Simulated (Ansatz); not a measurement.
`C[SiH](F)F` + `[CH3][AlH][OH]` → `[CH3][AlH][O][SiH](F)F` + CH₄  (ligand exchange at the Si–C bond)

Gas-phase electronic energies from Ansatz, PBE0-D4/def2-TZVP geometries. CBS: MP2 limit from def2 TZ/QZ plus the TZ coupled-cluster correction, frozen cores. This one scheme is used for every species. DFT in def2-TZVPP. B3LYP here is the variant with VWN-RPA as its local correlation; programs differ in this. Each species was taken in one conformer, which may not be the lowest.

`C[SiH](F)F`:

Cartesian coordinates in Å:
```
C 0.668 0.619 0.383
Si -0.611 -0.513 -0.300
F -0.167 -2.025 -0.077
F -0.738 -0.299 -1.871
H 1.635 0.444 -0.095
H 0.783 0.464 1.459
H 0.387 1.662 0.216
H -1.958 -0.352 0.284
```

`[CH3][AlH][OH]`:

```xyz
8

C     0.831    0.933    0.213
Al   -0.675   -0.258   -0.074
O    -0.336   -1.897   -0.376
H     0.874    1.705   -0.562
H     1.782    0.396    0.206
H     0.743    1.459    1.169
H    -2.195    0.204   -0.046
H    -1.024   -2.542   -0.530
```

`[CH3][AlH][O][SiH](F)F`:

Z-matrix (Å, degrees):
```
C
Al 1 1.938
H 1 1.093 2 112.1
H 1 1.093 2 111.8 3 122.1
H 1 1.096 2 110.3 3 -119.3
O 2 1.701 1 117.9 3 26.1
H 2 1.579 1 125.5 3 -154.9
Si 6 1.591 2 166.4 1 -176.6
F 8 1.585 6 110.1 2 69.4
F 8 1.585 6 110.5 2 -48.0
H 8 1.467 6 112.6 2 -169.4
```

CH₄:

```xyz
5

C     0.000    0.000    0.000
H    -1.045   -0.207   -0.230
H     0.536   -0.939    0.133
H     0.061    0.586    0.917
H     0.448    0.561   -0.820
```

```
             level  ΔE (kJ/mol)  difference from CCSD(T)/CBS
            PBE-D4       -129.3                         15.9
         r2SCAN-D4       -143.4                          1.8
           PBE0-D4       -136.6                          8.6
          B3LYP-D4       -146.7                         -1.5
           ωB97X-V       -141.5                          3.7
           ωB97M-V       -141.5                          3.7
            B2PLYP       -146.8                         -1.6
               PBE       -127.7                         17.5
            r2SCAN       -142.7                          2.5
              PBE0       -135.0                         10.2
             B3LYP       -144.3                          0.9
     HF/def2-TZVPP       -165.2                        -20.0
    MP2/def2-TZVPP       -146.5                         -1.3
SCS-MP2/def2-TZVPP       -149.5                         -4.3
   CCSD/def2-TZVPP       -148.3                         -3.1
CCSD(T)/def2-TZVPP       -145.9                         -0.7
     HF/def2-QZVPP       -167.5                        -22.3
    MP2/def2-QZVPP       -146.9                         -1.7
SCS-MP2/def2-QZVPP       -149.8                         -4.6
      HF/CBS(def2)       -167.8                        -22.6
     MP2/CBS(def2)       -145.8                         -0.6
    CCSD/CBS(def2)       -147.6                         -2.4
       CCSD(T)/CBS       -145.2                            0
```

Largest T1 diagnostic among the species: 0.012.

From PBE to PBE0 (25 % exact exchange), in def2-TZVPP and without D4, ΔE moves by −7.3 kJ/mol. In def2-TZVPP, CCSD(T) changes the Hartree–Fock value by +19.3 kJ/mol (the triples alone add +2.5 kJ/mol) and MP2 by +18.7 kJ/mol.
